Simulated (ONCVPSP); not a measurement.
## Before and after: ONCV potential for tin (Sn)

| Property | Result |
| --- | --- |
| Element | tin |
| Generator | ONCVPSP 4.0.1 |
| Type | optimised norm-conserving Vanderbilt (ONCV) |
| Functional | PBEsol |
| Relativity | scalar-relativistic |
| Frozen core | [Ar] 3d10 |
| Valence charge | 22 |
| Reference configuration | 4s2 4p6 4d10 5s2 5p2 |
| Partial waves | 4s+5s: rc 1.50 bohr, ncon 3, nbas 8, qcut 9.3 1/bohr, 2 projectors; 4p+5p: rc 1.70 bohr, ncon 5, nbas 9, qcut 8.9 1/bohr, 2 projectors; 4d: rc 1.40 bohr, ncon 4, nbas 8, qcut 13.5 1/bohr, 2 projectors, debl 1.4 Ha |
| Local potential | polynomial inside 0.95 bohr (lpopt 5, dvloc0 0 Ha) |
| Core correction | Teter function, fcfact 4.5, rcfact 1.2 |

All-electron outer shells of the reference configuration (PBEsol, scalar-relativistic, ld1.x):

```json
{"shell": "3p", "level (eV)": "-698.48", "outermost node (bohr)": "0.14", "outermost maximum (bohr)": "0.30"}
{"shell": "3d", "level (eV)": "-473.39", "outermost node (bohr)": "–", "outermost maximum (bohr)": "0.25"}
{"shell": "4s", "level (eV)": "-133.74", "outermost node (bohr)": "0.40", "outermost maximum (bohr)": "0.74"}
{"shell": "4p", "level (eV)": "-89.56", "outermost node (bohr)": "0.41", "outermost maximum (bohr)": "0.79"}
{"shell": "4d", "level (eV)": "-25.79", "outermost node (bohr)": "0.39", "outermost maximum (bohr)": "0.88"}
{"shell": "5s", "level (eV)": "-10.59", "outermost node (bohr)": "0.98", "outermost maximum (bohr)": "2.01"}
{"shell": "5p", "level (eV)": "-3.71", "outermost node (bohr)": "1.09", "outermost maximum (bohr)": "2.55"}
```

Change: s: rc 2.02.

Cutoffs: the cutoffs (Ha) at which the residual kinetic energy of the hardest occupied pseudo-wave falls to 1 and 0.1 mHa per electron; they do not see the model core or the augmentation charge, which bear on the density cutoff. Errors are all-electron minus pseudo energies relative to the spin-unpolarised reference configuration.

Predict the effect on cutoff, ghosts and configuration errors.

The potential gets neither clearly harder nor softer (48 Ha and 58 Ha → 48 Ha and 58 Ha); the d channel sets the loose cutoff, while the largest relative change is in s, which becomes softer; of the 4 tests that both files solve, the error grows in 1 and shrinks in 0 by more than 15 % and 0.3 meV (median size 3.1 → 3.6 meV); neither file shows a bound ghost.

```csv
quantity,base,changed
"cutoff, loose",48 Ha,48 Ha
"cutoff, tight",58 Ha,58 Ha
loose cutoff by channel,"s 27 Ha, p 25 Ha, d 48 Ha","s 15 Ha, p 25 Ha, d 48 Ha"
bound ghosts,none,none
GHOST(+) flags under 300 eV,s at 179.6 eV,s at 122.6 eV
"error for 4s2 4p6 4d10 5s2 5p1, meV [ΔE 6.90 eV]",-1.5,-1.5
"error for 4s2 4p6 4d10 5s2 5p0, meV [ΔE 20.87 eV]",-4.8,-4.5
"error for 4s2 4p6 4d10 5s1 5p0, meV [ΔE 51.89 eV]",-13,-14
"error for 4s2 4p6 4d10 5s1 5p3, meV [ΔE 7.01 eV]",-1.3,-2.7
p: phases at 1.73 bohr within 0.05 rad from the reference energy up to (Ha; the scan ends near 5),to the end of the scan,to the end of the scan
d: phases at 1.42 bohr within 0.05 rad from the reference energy up to (Ha; the scan ends near 5),to the end of the scan,to the end of the scan
"rms error of d²Exc/dni dnj with the model core, mHa",0.47,0.75
```
